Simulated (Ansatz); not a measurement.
C2H5N, charge +1, doublet, geometry from GFN2-xTB (a state made from the parent by changing its charge; the spin is typed, not shown lowest); Ansatz (an electronic-structure program) with WB97X-V/6-31G*.

Here is a job for Ansatz.
Ansatz 0.2 input:
```yaml
crystal:
  periodic: [false, false, false]
  atoms:
    - {symbol: C, position_ang: [1.20157037, -0.25563874, 0.05020774]}
    - {symbol: N, position_ang: [-0.07361319, 0.19577290, 0.07806270]}
    - {symbol: C, position_ang: [-1.27780004, 0.16328114, -0.10230544]}
    - {symbol: H, position_ang: [1.82084780, 0.42578309, -0.54672561]}
    - {symbol: H, position_ang: [1.59802141, -0.30357954, 1.07231238]}
    - {symbol: H, position_ang: [1.29216775, -1.26554991, -0.39227970]}
    - {symbol: H, position_ang: [-1.82455331, -0.67618151, -0.55572515]}
    - {symbol: H, position_ang: [-1.91381327, 1.00326311, 0.18856539]}
basis:
  gaussian:
    orbitals: 6-31G*
hamiltonian:
  xc: {name: wB97X-V}
total_charge: 1
magnetization: {spin_polarized: true, initial_magnetization: 1}
accuracy: high
```

Question: Write the output that Ansatz gives for this input, abridged.

Answer: 
```
Functional definition: wB97X-V
1251 factors; integrals over basis functions are off by at most 3.2e-9 eV
243 factors; integrals over basis functions are off by at most 2.7e-9 eV
mean field evaluation 1: about -3629.6831 eV, gradient 3.2e1 eV
mean field evaluation 2: about -3630.3300 eV, gradient 3.1e1 eV
mean field evaluation 4: about -3634.2534 eV, gradient 1.3e0 eV
mean field evaluation 8: about -3634.3809 eV, gradient 7.9e-2 eV
mean field evaluation 16: about -3634.3812 eV, gradient 4.0e-4 eV
mean field -3634.38122683 eV, -133.5610466138 hartree, gradient 5.0e-8 eV, S^2 0.759537; 0 other end points of the search recorded, 0 dependent functions left out
reference -3634.38122674 eV, -133.5610466106 hartree; 12, 11 occupied and 43, 44 virtual orbitals, 1251 factors
Total energy: -3634.38122674 eV, -133.5610466106 hartree
```
